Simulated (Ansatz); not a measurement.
```yaml
crystal:
  periodic: [false, false, false]
  atoms:
    - {symbol: O, position_ang: [0.325758, 1.394363, -2.268100]}
    - {symbol: Al, position_ang: [0.865807, 0.534301, -0.924359]}
    - {symbol: O, position_ang: [2.533629, 0.376745, -0.748864]}
    - {symbol: O, position_ang: [-0.205876, -0.132309, 0.183278]}
    - {symbol: Si, position_ang: [-1.203821, -0.766102, 1.292587]}
    - {symbol: H, position_ang: [-0.601479, 1.536179, -2.447471]}
    - {symbol: H, position_ang: [2.931119, -0.091447, -0.017552]}
    - {symbol: H, position_ang: [-2.429113, 0.067850, 1.420065]}
    - {symbol: H, position_ang: [-1.601649, -2.142966, 0.894846]}
    - {symbol: H, position_ang: [-0.531373, -0.827712, 2.618470]}
basis:
  gaussian: {orbitals: STO-3G}
hamiltonian: {xc: {name: r2SCANh}, dispersion: d3bj}
output: {forces: true}
```

```sh
$ ansatz run in.yaml --threads 4 --pin off --events-out ev --progress --plain --max-ram 10444MiB
```

Output, abridged:

```
Warning: the engine holds no damping parameters fitted to this dispersion correction and functional, so the run takes those fitted to r2scanh beside the three-body term, which d3bj leaves out (hamiltonian.dispersion, under Limitations)
Functional definition: r2SCANh
473 factors; integrals over basis functions are off by at most 3.6e-5 eV
mean field evaluation 1: about -20434.2316 eV, gradient 4.0e1 eV
mean field evaluation 2: about -20432.7895 eV, gradient 4.7e1 eV
mean field evaluation 4: about -20439.3059 eV, gradient 9.7e-1 eV
mean field evaluation 8: about -20439.2564 eV, gradient 1.9e-2 eV
mean field -20439.25637253 eV, -751.1288174648 hartree, gradient 2.0e-5 eV, S^2 0.000000; 0 other end points of the search recorded, 0 dependent functions left out
reference -20439.25637932 eV, -751.1288177143 hartree; 28, 28 occupied and 10, 10 virtual orbitals, 473 factors
Total energy: -20439.31055838 eV, -751.1308087580 hartree
Atom 0 at     0.325758     1.394363    -2.268100 Å, force     3.919439    -0.303977     0.282655 eV/Å
Atom 1 at     0.865807     0.534301    -0.924359 Å, force    -1.373915    -0.856416     1.468961 eV/Å
Atom 2 at     2.533629     0.376745    -0.748864 Å, force    -1.126411     2.025476    -3.195476 eV/Å
Atom 3 at    -0.205876    -0.132309     0.183278 Å, force     1.044391     0.660288    -1.156375 eV/Å
Atom 4 at    -1.203821    -0.766102     1.292587 Å, force    -0.107770    -0.081037     0.167558 eV/Å
Atom 5 at    -0.601479     1.536179    -2.447471 Å, force    -3.032403    -0.023892     0.188713 eV/Å
Atom 6 at     2.931119    -0.091447    -0.017552 Å, force     0.399744    -1.604782     2.549220 eV/Å
Atom 7 at    -2.429113     0.067850     1.420065 Å, force     0.616756    -0.536941     0.028414 eV/Å
Atom 8 at    -1.601649    -2.142966     0.894846 Å, force     0.145805     0.744627     0.322931 eV/Å
Atom 9 at    -0.531373    -0.827712     2.618470 Å, force    -0.485635    -0.023346    -0.656600 eV/Å
Dipole moment:    -0.144679    -0.091105     0.149764 e Å
```

Run time 1.1 s (4 threads of an Arm Neoverse V2 on a shared host); peak host memory 0.12 GiB.
